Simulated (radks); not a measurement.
Values are calculated unless marked as measured or tabulated.
Initial-state core-level shifts of neutral molybdenum when its valence configuration changes from [Kr] 4d5 5s1. Code: a radial shooting solver on a logarithmic mesh with Libxc functionals. Model: scalar-relativistic Kohn-Sham, r2SCAN, spin-unpolarised, spherical densities, finite nucleus; meta-GGA in the generalised Kohn-Sham scheme; Fermi nuclear charge, rms radius 4.4091 fm. Shifts are changes of the shell-averaged eigenvalues in eV (positive: less bound); the change of the density at the nucleus, which sets a Mossbauer isomer shift, is in e/bohr^3, on a base of 9.263e+04.

valence              1s      2p      3s      3d  density at nucleus
4d4.5 5s1.5      -1.388  -1.477  -1.467  -1.473              +6.947
4d4 5s2          -2.929  -3.121  -3.092  -3.106             +14.946
4d6              +2.268  +2.412  +2.408  +2.418             -11.445
4d4 5p2          -5.630  -5.745  -5.738  -5.747              -8.606
4d4 5s1 5p1      -4.338  -4.492  -4.474  -4.486              +3.466
4d5 5s0.5 5p0.5  -0.727  -0.701  -0.709  -0.707              -5.178
4d5.5 5s0.5      +1.225  +1.303  +1.298  +1.304              -6.128
4d5 5p1          -1.399  -1.346  -1.362  -1.358             -10.558
4d4.5 5s1 5p0.5  -2.116  -2.184  -2.180  -2.185              +1.598
